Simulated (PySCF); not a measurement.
FH₃MgOSi. Atoms are numbered in the order given.

```xyz
7

Mg     0.0000     0.0000     1.2681
F      0.0000     0.0000     3.0256
O      0.0000     0.0000    -0.5188
Si     0.0000     0.0000    -2.1572
H     -1.2105     0.6989    -2.6987
H      0.0000    -1.3978    -2.6987
H      1.2105     0.6989    -2.6987
```
Charge 0, spin multiplicity 1.

Coordinates come from a PBE0-D3(BJ)/def2-SVP optimisation. Other conformers were not sampled.

Method: PBE0-D3(BJ)/def2-SVP (PySCF).

Frequencies are harmonic and unscaled.

Modes within 1.5 cm⁻¹ of each other (mostly degenerate sets) share a row, with their intensities summed.

```tsv
mode	ν (cm⁻¹)	IR (km/mol)	Raman (Å⁴/amu)	depolarisation	moving atoms (share of kinetic energy)
1–2	64	9.6	0.0	–	O 42 %, F 22 %, Mg 12 %, H 12 %, Si 12 %
3–4	179	210.1	1.0	0.75	Mg 53 %, O 30 %, F 13 %
5	414	0.0	10.5	0.16	F 41 %, Si 37 %, Mg 12 %
6–7	737	140.7	13.9	0.75	H 83 %, Si 10 %
8	797	28.8	1.1	0.54	Mg 49 %, F 38 %
9–10	956	175.6	56.8	0.75	H 96 %
11	1004	320.2	20.7	0.62	H 89 %, Si 11 %
12	1101	394.6	2.6	0.13	O 73 %, Si 13 %, Mg 11 %
13–14	2201	385.7	190.8	0.75	H 96 %
15	2213	94.0	214.9	0.02	H 99 %
```
